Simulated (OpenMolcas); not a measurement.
An atom or ion with 30 electrons was computed by XMS-CASPT2, IPEA 0.25 Eh, imaginary shift 0.1 Eh with spin-orbit coupling (OpenMolcas, ANO-RCC-VTZP, DKH2). The lowest levels that the run gave, each within 12 % of the measured value where one is at hand:

```tsv
J	Parity	E (cm-1)	g
0	even	0.0	
0	odd	60890	
1	odd	61550	1.501
2	odd	62920	1.501
1	odd	93370	1.000
2	even	146780	1.059
0	even	147210	
1	even	147990	1.501
2	even	149630	1.442
0	even	174560
```

**Question.** Which ion is it, and what are the configurations and terms?

**Answer.** Ge2+ (Z = 32, charge +2; active space 2 electrons in 4 orbitals (4s 4p)). J, parity and g give the terms where levels are pure, and mixed ones are named by the computed weights; the size of the splittings, set against known spectra of the 30-electron sequence, gives the charge. In order, with the measured energies in cm-1 (Sugar and Musgrove, J. Phys. Chem. Ref. Data 22, 1213 (1993)): 4s2 1S0, 4s 4p 3P* 0 (61734), 4s 4p 3P* 1 (62500), 4s 4p 3P* 2 (64144), 4s 4p 1P* 1 (91873), 4p2 1D2 (144975), 4p2 3P0 (147685), 4p2 3P1 (148640), 4p2 3P2 (150372), 4p2 1S0 (174114).

CASPT2 does not keep the components of a term degenerate, so their means are used; among the terms shown or strongly mixed into the levels shown the widest spread is 490 cm-1 (4p2 1D). Over all roots computed the reference weight is 0.84 to 0.96; the roots of lowest weight are the least certain, and an intruder state may touch them. Some levels mix across a computed gap that differs much from the measured one, so their mixing is not that of the real levels. The ¹D term of p² mixes with s d, which this space lacks. Computed and measured levels are paired by configuration, term and J; levels that our copy of the source lacks, or whose pairing is in doubt (as where it misses far off the trend of its configuration), stay unpaired and out of the deviations. Levels of configurations outside the active space are missing.

* marks odd parity.
